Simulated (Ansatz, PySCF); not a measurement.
C5H6, SMILES C#CCC=C. Atoms are numbered in the order given.

```xyz
11

C      2.2144     0.3951     0.9924
C      1.3205     0.2061     0.1976
C      0.2258    -0.0384    -0.7450
C     -1.0293    -0.5468    -0.0729
C     -2.2270     0.0309    -0.1738
H      3.0081     0.5669     1.6942
H      0.0035     0.8857    -1.3057
H      0.5673    -0.7797    -1.4922
H     -0.9079    -1.4537     0.5307
H     -2.3761     0.9439    -0.7599
H     -3.1049    -0.3864     0.3265
```
Charge 0, spin multiplicity 1.

Geometry optimised at B3LYP-D3(BJ)/def2-SVP. The values are those of a single conformer.

Two levels are set side by side: PBE-D3(BJ)/def2-SVP (Ansatz, a program for electronic structure) and B3LYP-D3(BJ)/def2-SVP (Ansatz). Each level has its own optimised geometry; the coordinates shown are those of the second. Frequencies come from the Hessian of PySCF at each geometry. Differences are taken from unrounded values.

| quantity | B3LYP-D3(BJ) |
|---|---|
| mean bond length (Å) | 1.209 |
| bond C1–C2 (Å) | 1.211 |
| bond C2–C3 (Å) | 1.465 |
| bond C3–C4 (Å) | 1.512 |
| bond C4–C5 (Å) | 1.334 |
| bond C1–H6 (Å) | 1.073 |
| bond C3–H7 (Å) | 1.103 |
| bond C3–H8 (Å) | 1.107 |
| bond C4–H9 (Å) | 1.096 |
| bond C5–H10 (Å) | 1.095 |
| bond C5–H11 (Å) | 1.093 |
| highest harmonic wavenumber (cm⁻¹) | 3472 |
| mean harmonic wavenumber (cm⁻¹) | 1450 |
| zero-point energy (kcal/mol) | 55.98 |

Problem. What does PBE-D3(BJ) give, and how far is it from B3LYP-D3(BJ)? (Estimate from the structure and the level; the computed values follow.)

Solution. 
| quantity | PBE-D3(BJ) | PBE-D3(BJ) minus B3LYP-D3(BJ) |
|---|---|---|
| mean bond length (Å) | 1.216 | 0.007 |
| bond C1–C2 (Å) | 1.222 | 0.011 |
| bond C2–C3 (Å) | 1.464 | -0.001 |
| bond C3–C4 (Å) | 1.514 | 0.002 |
| bond C4–C5 (Å) | 1.342 | 0.008 |
| bond C1–H6 (Å) | 1.081 | 0.007 |
| bond C3–H7 (Å) | 1.112 | 0.008 |
| bond C3–H8 (Å) | 1.115 | 0.009 |
| bond C4–H9 (Å) | 1.104 | 0.008 |
| bond C5–H10 (Å) | 1.103 | 0.008 |
| bond C5–H11 (Å) | 1.101 | 0.008 |
| highest harmonic wavenumber (cm⁻¹) | 3409 | -63 |
| mean harmonic wavenumber (cm⁻¹) | 1409 | -41 |
| zero-point energy (kcal/mol) | 54.38 | -1.60 |

GGA bonds tend to be longer and softer than those of functionals with exact exchange. Differences between two approximate levels are no errors against the true value.
